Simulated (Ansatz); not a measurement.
C2H7AlFN, SMILES C[N](C)[AlH][F].

Geometry: PBE-D3(BJ)/def2-SVP. Other conformers were not sampled.

Two levels are set side by side: PBE/def2-SVPD (Ansatz, a program for electronic structure) and PBE0/def2-SVPD (Ansatz). Energy differences of separate SCF runs at the same geometry; the states with an electron removed or added have multiplicity 2 and 2. Differences are taken from unrounded values.

| quantity | PBE0 | PBE | PBE minus PBE0 |
|---|---|---|---|
| vertical ionisation energy (eV) | 8.62 | 8.58 | -0.05 |
| vertical singlet–triplet gap (eV) | 4.59 | 4.53 | -0.06 |

On these quantities the two levels nearly agree.
